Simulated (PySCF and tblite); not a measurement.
C8H12, numbered as in [CH:1]#[C:2][CH:3]1[CH2:4][CH2:5][CH2:6][CH2:7][CH2:8]1. The ensemble was built from 90 distance-geometry starts (ETKDG and KDG, MMFF94s, GFN2-xTB) and rests on GFN2-xTB geometries. Weights use PBE0-D3(BJ)/pcSseg-1 (IEF-PCM, chloroform) energies plus GFN2-xTB zero-point and thermal terms (modes under about 100 cm⁻¹ blended into free rotors). Symmetry numbers and mirror images are counted. Conformers within 2.5 kcal/mol (GFN2-xTB free energy) were kept, 5 at most. GIAO shieldings: PBE0/pcSseg-1 (IEF-PCM, chloroform). Shifts are against TMS (¹H), TMS (¹³C) at the same level. Programs: PySCF with density fitting and tblite.

The 6-ring runs over atoms 3–4–5–6–7–8.

Two conformers hold nearly all the population. I: 6-ring chair (C2 axial); δ(H3) = 2.94 ppm. II: 6-ring chair (all substituents equatorial); δ(H3) = 2.19 ppm. The average over the ensemble at 298.15 K is 2.47 ppm.

Question: What populations and free-energy difference follow from a two-state model?

Answer: p(I) = (2.47 − 2.19)/(2.94 − 2.19) = 0.37, so K = p(II)/p(I) = 1.68 and G(II) − G(I) = −RT ln K = -0.31 kcal/mol. The weights computed directly are 36.9 % and 63.1 %.
